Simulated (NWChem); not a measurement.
System: CH₅B; SMILES BC

The following NWChem deck was run.

```
start job
memory heap 200 mb stack 900 mb global 1100 mb
geometry units angstroms noautosym nocenter noautoz
  B     -0.001087    -0.870873    -0.017735
  H      1.028133    -1.484505     0.017386
  H     -1.025811    -1.491613     0.019929
  C     -0.002080     0.689642    -0.029918
  H      0.039230     0.978764     1.037981
  H     -0.911228     1.149322    -0.432108
  H      0.881041     1.143569    -0.493262
end
basis spherical
  * library 6-311g**
end
dft
  xc b3lyp
  iterations 150
end
property
  shielding 6 1 2 3 4 5 6
end
task dft property
```

All runs use the structure optimised with B3LYP/6-31G* (spherical d). B3LYP is NWChem's, with the RPA form of VWN correlation.

GIAO values for the isolated, static molecule; σ is the absolute isotropic shielding, δ = σ(reference) − σ with the isolated reference molecule computed at the same levels (11B: boron trifluoride, 13C: tetramethylsilane, 1H: tetramethylsilane).

Atoms are numbered as in the input.

### Question
What results follow from this input? (B3LYP/6-311G** (spherical d), GIAO.) Quantities: δ B1 (ppm); δ H2 (ppm); δ H3 (ppm); δ C4 (ppm); δ H5 (rotor mean) (ppm).

### Answer
```
Item                     Value
-----------------------  -----
δ B1 (ppm)                80.1
δ H2 (ppm)                8.04
δ H3 (ppm)                8.05
δ C4 (ppm)                16.9
δ H5 (rotor mean) (ppm)   1.31
```
